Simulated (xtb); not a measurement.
C7H6N, charge +1, singlet, from a rough starting geometry; GFN2-xTB run with xtb.

Here is a job for xtb.
```
$ xtb mol.xyz --gfn 2 --chrg 1 --opt vtight --json

# file mol.xyz
14

N      3.21485029    -0.53779333     0.12687379
C      2.10309843    -0.43437142     0.11942759
C      0.75899958    -0.13336680     0.04718075
C      0.26065340     1.15488723    -0.30646803
C     -1.12050891     1.42935176    -0.35801753
C     -1.95669760     0.36402093    -0.07349872
C     -1.60400757    -0.99367148     0.24216424
C     -0.16539229    -1.15570305     0.28661792
H      4.19445678    -0.61474809     0.32628361
H      0.96864126     1.98015292    -0.50547237
H     -1.47353618     2.40021258    -0.58683279
H     -3.04573545     0.54206541    -0.15314880
H     -2.24736151    -1.69701456     0.40480425
H      0.17301083    -2.15580672     0.55692231
```

### Question
What does xtb print? Leave out banner, timings and long lists.

### Answer

```
   ID    Z sym.   atoms
    1    7 N      1
    2    6 C      2-8
    3    1 H      9-14

           -------------------------------------------------
          |                Calculation Setup                |
           -------------------------------------------------

           -------------------------------------------------
          |                 G F N 2 - x T B                 |
           -------------------------------------------------

          ...................................................
          :                      SETUP                      :
          :.................................................:
          :  # basis functions                  38          :
          :  # atomic orbitals                  38          :
          :  # shells                           22          :
          :  # electrons                        38          :
          :  max. iterations                   250          :
          :  Hamiltonian                  GFN2-xTB          :
          :  restarted?                      false          :
          :  GBSA solvation                  false          :
          :  PC potential                    false          :
          :  electronic temp.          300.0000000     K    :
          :  accuracy                    1.0000000          :
          :  -> integral cutoff          0.2500000E+02      :
          :  -> integral neglect         0.1000000E-07      :
          :  -> SCF convergence          0.1000000E-05 Eh   :
          :  -> wf. convergence          0.1000000E-03 e    :
          :  Broyden damping             0.4000000          :
          :  net charge                          1          :
          :  unpaired electrons                  0          :
          ...................................................

 iter      E             dE          RMSdq      gap      omega  full diag
   1    -20.7569844 -0.207570E+02  0.683E+00    3.98       0.0  T
   2    -20.8600026 -0.103018E+00  0.464E+00    3.07       1.0  T
   3    -20.8882185 -0.282159E-01  0.258E+00    2.84       1.0  T
   4    -20.8966753 -0.845689E-02  0.699E-01    2.94       1.0  T
   5    -20.9015674 -0.489208E-02  0.251E-01    2.83       1.0  T
   6    -20.9022781 -0.710707E-03  0.920E-02    2.86       1.0  T
   7    -20.9023475 -0.693910E-04  0.325E-02    2.87       1.0  T
   8    -20.9023549 -0.739029E-05  0.139E-02    2.87       1.9  T
   9    -20.9023550 -0.100926E-06  0.678E-03    2.87       3.9  T
  10    -20.9023555 -0.441440E-06  0.148E-03    2.87      18.1  T
  11    -20.9023555  0.909399E-09  0.773E-04    2.87      34.6  T
  12    -20.9023555 -0.708597E-08  0.224E-04    2.87     119.2  T

   *** convergence criteria satisfied after 12 iterations ***

         :::::::::::::::::::::::::::::::::::::::::::::::::::::
         ::                     SUMMARY                     ::
         :::::::::::::::::::::::::::::::::::::::::::::::::::::
         :: total energy             -20.441773824686 Eh    ::
         :: gradient norm              0.280319877163 Eh/a0 ::
         :: HOMO-LUMO gap              2.865967591825 eV    ::
         ::.................................................::
         :: SCC energy               -20.902351688368 Eh    ::
         :: -> isotropic ES            0.100007037746 Eh    ::
         :: -> anisotropic ES         -0.025134949188 Eh    ::
         :: -> anisotropic XC          0.032212212618 Eh    ::
         :: -> dispersion             -0.009637313519 Eh    ::
         :: repulsion energy           0.460577863682 Eh    ::
         :: add. restraining           0.000000000000 Eh    ::
         :: total charge               1.000000000000 e     ::
         :::::::::::::::::::::::::::::::::::::::::::::::::::::

      -----------------------------------------------------------
     |                   =====================                   |
     |                        A N C O P T                        |
     |                   =====================                   |
     |               Approximate Normal Coordinate               |
     |                Rational Function Optimizer                |
      -----------------------------------------------------------
      -----------------------------------------------------------
     |                   =====================                   |
     |                        A N C O P T                        |
     |                   =====================                   |
     |               Approximate Normal Coordinate               |
     |                Rational Function Optimizer                |
      -----------------------------------------------------------

          ...................................................
          :                      SETUP                      :
          :.................................................:
          :   optimization level         verytight          :
          :   max. optcycles                   280          :
          :   ANC micro-cycles                  20          :
          :   degrees of freedom                36          :
          :.................................................:
          :   RF solver                   davidson          :
          :   write xtbopt.log                true          :
          :   linear?                        false          :
          :   energy convergence         0.1000000E-06 Eh   :
          :   grad. convergence          0.2000000E-03 Eh/α :
          :   maxmium RF displ.          1.0000000          :
          :   Hlow (freq-cutoff)         0.1000000E-01      :
          :   Hmax (freq-cutoff)         5.0000000          :
          :   S6 in model hess.         20.0000000          :
          ...................................................

generating ANC from exact Hessian ...
Using Lindh-Hessian (1995)
 Shifting diagonal of input Hessian by    9.3798484057110044E-003
 Lowest  eigenvalues of input Hessian
[...]
 * total energy  :   -20.4711543 Eh     change       -0.1918700E-04 Eh
 * total energy  :   -20.4711657 Eh     change       -0.1135968E-04 Eh
 * total energy  :   -20.4711712 Eh     change       -0.5495959E-05 Eh
 * total energy  :   -20.4711746 Eh     change       -0.3423032E-05 Eh
 * total energy  :   -20.4711829 Eh     change       -0.8306685E-05 Eh
 * total energy  :   -20.4711939 Eh     change       -0.1099552E-04 Eh
 * total energy  :   -20.4712063 Eh     change       -0.1241459E-04 Eh
 * total energy  :   -20.4712138 Eh     change       -0.7536894E-05 Eh
 * total energy  :   -20.4712162 Eh     change       -0.2361613E-05 Eh
 * total energy  :   -20.4712167 Eh     change       -0.4587071E-06 Eh
 * total energy  :   -20.4712169 Eh     change       -0.2452993E-06 Eh
 * total energy  :   -20.4712170 Eh     change       -0.6255573E-07 Eh
   *** GEOMETRY OPTIMIZATION CONVERGED AFTER 22 ITERATIONS ***
         :: total energy             -20.471216962260 Eh    ::
[...]
         :: -> dispersion             -0.009678500169 Eh    ::
         :: repulsion energy           0.442439092436 Eh    ::
         :: add. restraining           0.000000000000 Eh    ::
         :: total charge               1.000000000000 e     ::
         :::::::::::::::::::::::::::::::::::::::::::::::::::::

           -------------------------------------------------
          |                Property Printout                |
           -------------------------------------------------

    * Orbital Energies and Occupations

         #    Occupation            Energy/Eh            Energy/eV
      -------------------------------------------------------------
         1        2.0000           -0.8920232             -24.2732
       ...           ...                  ...                  ...
         7        2.0000           -0.7639782             -20.7889
         8        2.0000           -0.7467870             -20.3211
         9        2.0000           -0.7325355             -19.9333
        10        2.0000           -0.7274891             -19.7960
        11        2.0000           -0.6870812             -18.6964
        12        2.0000           -0.6794337             -18.4883
        13        2.0000           -0.6653949             -18.1063
        14        2.0000           -0.6575882             -17.8939
        15        2.0000           -0.6570554             -17.8794
        16        2.0000           -0.6060132             -16.4905
        17        2.0000           -0.5996680             -16.3178
        18        2.0000           -0.5995502             -16.3146
        19        2.0000           -0.5921333             -16.1128 (HOMO)
        20                         -0.4829216             -13.1410 (LUMO)
        21                         -0.4556789             -12.3997
        22                         -0.4057335             -11.0406
        23                         -0.3664600              -9.9719
        24                         -0.2661711              -7.2429
        25                         -0.2070452              -5.6340
        26                         -0.0512778              -1.3953
        27                         -0.0227885              -0.6201
        28                          0.0004359               0.0119
        29                          0.0084237               0.2292
        30                          0.0397038               1.0804
       ...                                ...                  ...
        38                          1.0966062              29.8402
      -------------------------------------------------------------
                  HL-Gap            0.1092116 Eh            2.9718 eV
             Fermi-level           -0.5375274 Eh          -14.6269 eV

     #   Z          covCN         q      C6AA      α(0)
     1   7 N        1.772    -0.034    22.582     7.037
     2   6 C        1.922     0.197    26.430     8.302
     3   6 C        2.973     0.038    27.142     8.546
     4   6 C        2.925     0.007    27.871     8.658
     5   6 C        2.915    -0.005    28.140     8.699
     6   6 C        2.918     0.014    27.701     8.631
     7   6 C        2.915    -0.005    28.140     8.699
     8   6 C        2.925     0.007    27.871     8.658
     9   1 H        0.861     0.314     0.673     1.285
    10   1 H        0.926     0.086     1.918     2.166
    11   1 H        0.926     0.098     1.806     2.102
    12   1 H        0.926     0.099     1.791     2.093
    13   1 H        0.926     0.098     1.806     2.102
    14   1 H        0.926     0.086     1.918     2.166

 Mol. C6AA /au·bohr⁶  :       2413.224554
 Mol. C8AA /au·bohr⁸  :      60760.461714
 Mol. α(0) /au        :         79.141486

Wiberg/Mayer (AO) data.
largest (>0.10) Wiberg bond orders for each atom

 ---------------------------------------------------------------------------
     #   Z sym  total        # sym  WBO       # sym  WBO       # sym  WBO
 ---------------------------------------------------------------------------
     1   7 N    3.653 --     2 C    2.494     9 H    0.876
     2   6 C    3.906 --     1 N    2.494     3 C    1.255
     3   6 C    3.964 --     4 C    1.256     8 C    1.256     2 C    1.255
     4   6 C    3.980 --     5 C    1.489     3 C    1.256    10 H    0.965
     5   6 C    3.983 --     4 C    1.489     6 C    1.405    11 H    0.958
     6   6 C    3.972 --     5 C    1.405     7 C    1.405    12 H    0.963
     7   6 C    3.983 --     8 C    1.489     6 C    1.405    13 H    0.958
     8   6 C    3.980 --     7 C    1.489     3 C    1.256    14 H    0.965
     9   1 H    0.900 --     1 N    0.876
    10   1 H    0.993 --     4 C    0.965
    11   1 H    0.988 --     5 C    0.958
    12   1 H    0.990 --     6 C    0.963
    13   1 H    0.988 --     7 C    0.958
    14   1 H    0.993 --     8 C    0.965
 ---------------------------------------------------------------------------

Topologies differ in total number of bonds
Writing topology from bond orders to xtbtopo.mol

molecular dipole:
                 x           y           z       tot (Debye)
 q only:        2.011      -0.321       0.132
   full:        2.226      -0.357       0.145       5.743
molecular quadrupole (traceless):
                xx          xy          yy          xz          yz          zz
 q only:       24.454      -5.463      -7.812       2.038      -2.491     -16.642
  q+dip:       29.154      -6.207      -7.816       2.372      -3.774     -21.338
   full:       25.855      -5.741      -8.120       2.155      -2.710     -17.735

optimized geometry written to: xtbopt.xyz

           -------------------------------------------------
          | TOTAL ENERGY              -20.471216962260 Eh   |
          | GRADIENT NORM               0.000098773697 Eh/α |
          | HOMO-LUMO GAP               2.971799596413 eV   |
           -------------------------------------------------

normal termination of xtb
```
